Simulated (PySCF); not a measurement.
C4H3FSi, SMILES C#C[SiH](F)C#C.

Geometry: ωB97X-D3(BJ)/def2-SVP. The structure was generated by enumeration, and PubChem lists no compound with its InChIKey, so it may never have been made.

Calculation: PySCF 2.14.0 with TDA-PBE/def2-SVPD.

Vertical excitations.  State labels are in the subgroup Cs.

Computed lowest excited states:
```
state  symmetry  energy (eV)  λ (nm)      f                                                 main pairs
-----  --------  -----------  ------  -----  ---------------------------------------------------------
S1           A"         5.24     237  0.003                           HOMO→LUMO 75 %, HOMO−1→LUMO 23 %
S2           A'         5.38     231  0.002                                           HOMO−2→LUMO 95 %
S3           A"         5.54     224  0.022         HOMO−1→LUMO 60 %, HOMO→LUMO+1 21 %, HOMO→LUMO 13 %
S4           A'         5.81     213  0.004                       HOMO−3→LUMO 72 %, HOMO−2→LUMO+1 21 %
S5           A"         5.90     210  0.006                       HOMO−1→LUMO+1 63 %, HOMO→LUMO+1 34 %
S6           A'         6.14     202  0.007  HOMO−2→LUMO+1 42 %, HOMO−3→LUMO+1 39 %, HOMO−1→LUMO+2 8 %
S7           A"         6.24     199  0.072   HOMO−2→LUMO+2 43 %, HOMO→LUMO+1 24 %, HOMO−1→LUMO+1 21 %
S8           A'         6.29     197  0.003   HOMO−3→LUMO+1 51 %, HOMO→LUMO+2 27 %, HOMO−2→LUMO+1 10 %
S9           A'         6.50     191  0.002                       HOMO→LUMO+2 52 %, HOMO−1→LUMO+2 36 %
S10          A'         6.81     182  0.006      HOMO→LUMO+3 52 %, HOMO−1→LUMO+2 27 %, HOMO−4→LUMO 9 %
T1           A"         4.61     269      0          HOMO→LUMO 50 %, HOMO−1→LUMO 30 %, HOMO→LUMO+1 8 %
T2           A'         4.81     258      0     HOMO−3→LUMO 42 %, HOMO−2→LUMO 25 %, HOMO−2→LUMO+1 14 %
T3           A"         4.93     251      0        HOMO−1→LUMO 50 %, HOMO→LUMO 35 %, HOMO−1→LUMO+1 8 %
T4           A'         5.07     244      0                         HOMO−2→LUMO 62 %, HOMO−3→LUMO 19 %
```
Triplets are in the Tamm–Dancoff approximation.
